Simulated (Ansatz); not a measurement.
C2H9AsGa (SMILES [CH3][Ga+]([CH3])<-[AsH3]), charge +1, singlet, at a GFN2-xTB geometry (such geometries of metal compounds can be far from the true shape); B3LYP5/STO-3G in Ansatz (a program for electronic structure).

Here is a job for Ansatz.
Ansatz 0.2 input:
```yaml
crystal:
  periodic: [false, false, false]
  atoms:
    - {symbol: Ga, position_ang: [-0.04340230, 1.18500754, 0.33471095]}
    - {symbol: C, position_ang: [1.51255834, 1.85271423, -0.81223634]}
    - {symbol: H, position_ang: [2.41247072, 1.28972089, -0.54343247]}
    - {symbol: H, position_ang: [1.68133260, 2.92037409, -0.64426755]}
    - {symbol: H, position_ang: [1.27246195, 1.67875269, -1.86625514]}
    - {symbol: C, position_ang: [-1.61706795, 1.03438335, 1.63220122]}
    - {symbol: H, position_ang: [-2.49486866, 0.68134201, 1.08112018]}
    - {symbol: H, position_ang: [-1.83316675, 2.00608232, 2.08589425]}
    - {symbol: H, position_ang: [-1.35949738, 0.31148193, 2.41327934]}
    - {symbol: As, position_ang: [0.06153064, -1.68230574, -0.47772812]}
    - {symbol: H, position_ang: [0.50917206, -2.76011716, 0.44478331]}
    - {symbol: H, position_ang: [0.88650238, -2.20987580, -1.59677057]}
    - {symbol: H, position_ang: [-1.13238911, -2.45949035, -0.90515193]}
basis:
  gaussian:
    orbitals: STO-3G
hamiltonian:
  xc: b3lyp5
total_charge: 1
```

The log (banner, timings and long lists left out):

```
Functional definition: B3LYP5
621 factors; integrals over basis functions are off by at most 6.7e-5 eV
mean field evaluation 1: about -112910.6165 eV, gradient 2.5e2 eV
mean field evaluation 2: about -110961.6698 eV, gradient 3.4e2 eV
mean field evaluation 4: about -110426.4164 eV, gradient 3.1e2 eV
mean field evaluation 8: about -114042.9662 eV, gradient 9.5e1 eV
mean field evaluation 16: about -114096.5585 eV, gradient 2.1e-4 eV
mean field evaluation 32: about -114086.6757 eV, gradient 5.5e1 eV
mean field -114096.55847128 eV, -4192.9711863945 hartree, gradient 1.9e-5 eV, S^2 0.000000; 6 other end points of the search recorded, 0 dependent functions left out
reference -114096.55871095 eV, -4192.9711952023 hartree; 42, 42 occupied and 13, 13 virtual orbitals, 621 factors
Total energy: -114096.55871095 eV, -4192.9711952023 hartree
```
